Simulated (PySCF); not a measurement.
C₂H₇AlClN, SMILES [Cl][Al]([NH]C)[CH3].

The structure is a stationary point at B3LYP-D3(BJ)/def2-SVP. The structure was generated by enumeration; whether it is a known compound was not checked. One conformer was computed; it need not be the lowest.

The numbers are results of r2SCAN/def2-TZVP run with PySCF, not measurements.

Isolated molecule, no solvent.

Estimate the frontier levels, gap, dipole moment and polarisability. (The exact figures need the calculation; the answer reports its results.)


```json
{
  "highest_occupied_level": "-5.84 eV",
  "lowest_empty_level": "-0.38 eV",
  "orbital_gap": "5.46 eV",
  "dipole_moment": "2.24 D",
  "quadrupole, principal values (traceless, Buckingham form, about the centre of nuclear charge)": "-5.19, 1.77, 3.43 D·Å",
  "mean_static_polarisability": "70.2 bohr³ (10.41 Å³)",
  "polarisability_principal_values": "56.5, 71.3, 82.9 bohr³"
}
```
